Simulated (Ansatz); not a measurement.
A made-up structure of SiClF₂ (charge -1), singlet:

F1  (1.495, 0.064, 0.720)
Si2  (0.124, -0.233, 0.104)
F3  (-0.890, -1.339, 0.413)
Cl4  (-0.728, 1.508, -1.236)
(Å)

It is relaxed with PBE-D4/def2-SVPD and then PBE0-D4/def2-TZVPD (Ansatz 0.2.0). Atoms count as bonded within 1.22 times the sum of their covalent radii (H–H: 0.88 Å). The end point is not checked to be a true minimum.

(1) Does its bonding change? (A judgement: the text doesn't fix the answer.)

## Answers

(1) By the calculation: No: no bond forms or breaks.

Where it ends: The first stage lowers the energy by 3.20 eV in 8 steps. It ends as SiClF₂ ([F][Si]([F])[Cl]), total charge -1:
```
4
angstrom
F 1.2370 0.1801 0.8394
Si 0.3442 -0.5019 -0.3786
F -0.8922 -1.0732 0.5654
Cl -0.6890 1.3950 -1.0262
```

Labels in which every atom is bracketed show which atoms are joined, not bond orders.

For scale, one of the runs: PBE0-D4/def2-TZVPD relaxation, 169 basis functions, launched by `ansatz run in.yaml --threads 2 --pin off --events-out ev --progress --plain --max-ram 4352MiB`. The run took about 30 s on 2 CPU threads of an Arm Neoverse V1 (shared host).
